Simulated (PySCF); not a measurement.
Vertical excitations of a molecule C4H6BF from TDDFT-PBE/def2-SVPD (PySCF 2.14.0), as energy in eV (oscillator strength): 4.34 (0.000), 5.64 (0.001), 5.74 (0.203), 6.23 (0.000), 6.43 (0.011), 6.84 (0.506), 6.89 (0.053), 7.13 (0.003), 7.13 (0.019), 7.30 (0.002). Lowest triplet (TDA): 4.00 eV. Geometry: B3LYP-D3(BJ)/def2-SVP. Other conformers were not sampled.

Question: Which molecule gave these data?
(A) FB1CC=CC1
(B) C[C@H]1C=CB1F
(C) C=C=CB(C)F
(D) C=CB(F)C=C

Answer: C, C=C=CB(C)F
